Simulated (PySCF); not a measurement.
C7H4N, SMILES c1[c]ccc(C#N)c1, doublet, PBE0/def2-SVP optimised geometry.

```
12

N     -2.65    -0.02     0.00
C     -1.49    -0.02     0.00
C     -0.06    -0.01     0.00
C      0.64    -1.23     0.00
C      2.04    -1.23     0.00
C      2.65     0.00     0.00
C      2.03     1.23     0.00
C      0.63     1.21     0.00
H      0.08    -2.17     0.00
H      2.60    -2.17     0.00
H      2.58     2.17     0.00
H      0.07     2.15     0.00
```

Density from unrestricted PBE0/def2-TZVP (PySCF 2.14.0) at that geometry.

Minimum of the electron density along straight lines between bonded atoms, close to the bond critical point (lines longer than 1.1 times the sum of covalent radii, or with two minima, are not listed):

| bond | length / Å | ρ at the minimum / e bohr⁻³ | ∇²ρ there / e bohr⁻⁵ | position (fraction from the first atom) |
|---|---|---|---|---|
| N1–C2 | 1.160 | 0.486 | ___ | 0.66 |
| C2–C3 | 1.433 | 0.284 | ___ | 0.54 |
| C3–C4 | 1.405 | 0.309 | -0.89 | 0.51 |
| C4–C5 | 1.397 | 0.311 | -0.89 | 0.50 |
| C5–C6 | 1.377 | 0.323 | -0.95 | 0.49 |
| C6–C7 | 1.377 | 0.323 | -0.95 | 0.51 |
| C3–C8 | 1.405 | 0.309 | -0.89 | 0.51 |
| C7–C8 | 1.397 | 0.311 | -0.89 | 0.50 |
| C4–H9 | 1.092 | 0.282 | -1.00 | 0.65 |
| C5–H10 | 1.093 | 0.280 | -0.99 | 0.65 |
| C7–H11 | 1.093 | 0.280 | -0.99 | 0.65 |
| C8–H12 | 1.092 | 0.282 | -1.00 | 0.65 |

Fill in the missing entries.


- N1–C2, ∇²ρ there / e bohr⁻⁵: -0.16
- C2–C3, ∇²ρ there / e bohr⁻⁵: -0.82
